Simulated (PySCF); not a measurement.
C3H8FNSi, SMILES C=C(F)C[SiH2]N.

The structure is a stationary point at B3LYP-D3(BJ)/def2-SVP. The structure was generated by enumeration, and PubChem lists no compound with its InChIKey, so it may never have been made. The values are those of a single conformer.

Level of theory: PBE/def2-TZVP run with PySCF.

Gas-phase values at a fixed geometry.

Computed frontier levels, gap, dipole moment and polarisability:
```json
{
 "highest_occupied_level": "-5.93 eV",
 "lowest_empty_level": "-0.74 eV",
 "orbital_gap": "5.18 eV",
 "dipole_moment": "0.106 e·Å",
 "quadrupole, principal values (traceless, Buckingham form, about the centre of nuclear charge)": "-5.74, -2.52, 8.26 D·Å",
 "mean_static_polarisability": "73.5 bohr³ (10.89 Å³)",
 "polarisability_principal_values": "59.7, 67.5, 93.2 bohr³"
}
```
